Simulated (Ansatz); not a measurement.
```yaml
crystal:
  periodic: [false, false, false]
  atoms:
    - {symbol: C, position_ang: [0.239163, 2.136217, 0.178182]}
    - {symbol: O, position_ang: [0.656685, 0.796170, 0.156492]}
    - {symbol: Ge, position_ang: [-0.572511, -0.468820, -0.110780]}
    - {symbol: C, position_ang: [0.410825, -2.136710, -0.079552]}
    - {symbol: H, position_ang: [1.115950, 2.765796, 0.350308]}
    - {symbol: H, position_ang: [-0.483081, 2.333677, 0.982530]}
    - {symbol: H, position_ang: [-0.218128, 2.444386, -0.772353]}
    - {symbol: H, position_ang: [-1.624458, -0.363246, 1.017065]}
    - {symbol: H, position_ang: [-1.257559, -0.193183, -1.468910]}
    - {symbol: H, position_ang: [0.906246, -2.254150, 0.884532]}
    - {symbol: H, position_ang: [-0.261559, -2.981384, -0.237028]}
    - {symbol: H, position_ang: [1.165429, -2.133953, -0.866486]}
basis:
  gaussian: {orbitals: aug-cc-pVDZ}
hamiltonian: {xc: {name: HF}}
correlation: {active_space: {window: {electrons: 6, orbitals: 2}}}
scf: {lower_state_search: off}
output: {forces: true}
```

```sh
$ ansatz run in.yaml --threads 4 --pin off --events-out ev --progress --plain --max-ram 10444MiB
```

Shortened log:

```
Functional definition: HF
  name "HF"
  cite "Fock, Z. Phys. 61, 126 (1930) doi:10.1007/BF01340294"
  parent pbe
  exchange = exact_x
  correlation = 0
these checks for a lower state are left out or cut short: stability, starts, cluster_reference, orbital_swaps, neighbouring_geometries, increment
1773 factors; integrals over basis functions are off by at most 1.0e-3 eV
mean field evaluation 1: about -60694.0531 eV, gradient 4.1e1 eV
mean field evaluation 2: about -60694.0930 eV, gradient 4.1e1 eV
mean field evaluation 4: about -60698.1163 eV, gradient 4.7e0 eV
mean field evaluation 8: about -60698.1804 eV, gradient 2.0e-1 eV
mean field -60698.18061972 eV, -2230.6169950701 hartree, gradient 1.1e-6 eV, S^2 0.000000; 0 other end points of the search recorded, 0 dependent functions left out
reference -60698.18061972 eV, -2230.6169950701 hartree; 30, 30 occupied and 147, 147 virtual orbitals, 1773 factors
Error: 6 electrons in 2 orbitals form no window around the highest filled level of the reference
```

Problem. Something in this input is off. What?

Solution. The active space doesn't fit the electrons. The run stopped with an error.
